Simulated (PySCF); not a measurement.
## MH₂ across group 9

Level: PBE0, basis family def2-TZVP, scalar-relativistic core potentials from Rb on and no relativity for lighter atoms.

Each entry is the lowest minimum that a search over a few typed start shapes (and spin states, where more than one is plausible) found, or that minimum re-optimised at the stated level; isomers with ligand–ligand bonds, or fragments after loss of a ligand pair, can lie lower. Open shells are unrestricted; no spin–orbit coupling; PySCF with density fitting.

```csv
molecule,2S+1,point group,mean bond to the central atom (Å),lowest ω (cm⁻¹),dipole (D),distinct angles (°)
CoH₂,4,D∞h,1.603,528,0.00,180
RhH₂,2,C2v,1.522,729,2.43,82
IrH₂,2,C2v,1.539,701,1.84,90
```

The bond length does not run in one direction; the largest change, -0.081 Å, falls between CoH₂ and RhH₂ among the members listed.

The 4d and 5d members differ by only 0.017 Å, the mark of the lanthanide contraction and relativistic shrinkage of 6s.

The shape changes along the series: D∞h for CoH₂; C2v for RhH₂ and IrH₂.

Spin–orbit coupling can matter for IrH₂.

Left out of the table are members whose search was unfinished or whose lowest solution was spin-contaminated, unstable, very soft or bonded differently.

Open d and f shells are single-determinant solutions and may miss the true ground state.
